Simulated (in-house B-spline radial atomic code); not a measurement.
Atomic self-consistent-field run: S III (S2+). Method: Dirac-Kohn-Sham HSE06, spherical fractional occupations, exact exchange averaged over the configuration, Fermi nucleus of rms radius 3.2611 fm. Calculated with a radial B-spline atomic code at the basis-set limit.

Command:
```bash
python run_scf.py task.json out
```
Settings (nuclear radius in fm, mass in u):
```
Z                16
configuration    [Ne] 3s2 3p2
hamiltonian      dirac
method           hse06
spin_polarised   False
nucleus          fermi
rms_radius       3.2611
atomic_mass      31.97207
speed_of_light   137.035999084
exact_exchange   averaged over the configuration
```

Output (hartree, bohr):
```
 radial grid: 70 intervals, B-splines of order 8, outer radius 25.5556 bohr

 iter        energy (Eh)    residual
    1        -396.719739    2.48e-01
    2        -397.688426    9.48e-02
    3        -397.833953    2.64e-02
    4        -397.847927    6.88e-03
    5        -397.849168    3.65e-03
    6        -397.849393    1.14e-04
    7        -397.849393    1.24e-05
    8        -397.849393    1.93e-07

 total energy                      -397.84939
 kinetic                             399.6594
 electron-nucleus                   -936.3698
 Hartree                             163.6177
 exact exchange                       -5.8064
 exchange-correlation                -18.9503

 first-order corrections (not in the total)
   Gaunt                             0.0943
   retardation                      -0.0069
   frequency dependence             -0.0001
   self-energy                       0.0617
   Uehling                          -0.0041
   Wichmann-Kroll                    0.0000
   recoil                            0.0057

 orbital      occ     eigenvalue          <r>       <r^2>       <1/r>     <1/r^3>       <r^4>       r_max    small
 1s1/2      2.000       -90.3530    0.0968241   0.0126177     15.6655           - 0.000411866     0.06329  3.24e-03
 2s1/2      2.000        -9.0395      0.47694    0.270501       3.079           -    0.132352      0.3875  4.96e-04
 2p1/2      2.000        -6.9558     0.439896    0.241691      2.9758           -    0.125604      0.3248  4.71e-04
 2p3/2      4.000        -6.9088     0.442134    0.244005     2.95585     80.6773     0.12785      0.3266  4.68e-04
 3s1/2      2.000        -1.4973      1.57907     2.85985    0.867966           -     13.0108       1.366  8.33e-05
 3p1/2      0.667        -1.0781       1.7613     3.60673    0.763622           -     21.6773        1.49  6.82e-05
 3p3/2      1.333        -1.0738      1.76679     3.62874    0.760659     7.28233     21.9319       1.495  6.79e-05
```

Run time, properties included: 2.4 s on 1 thread of Arm Neoverse N1, on a shared host.

For the Dirac Hamiltonian the kinetic term is c α·p + (β - 1)c².
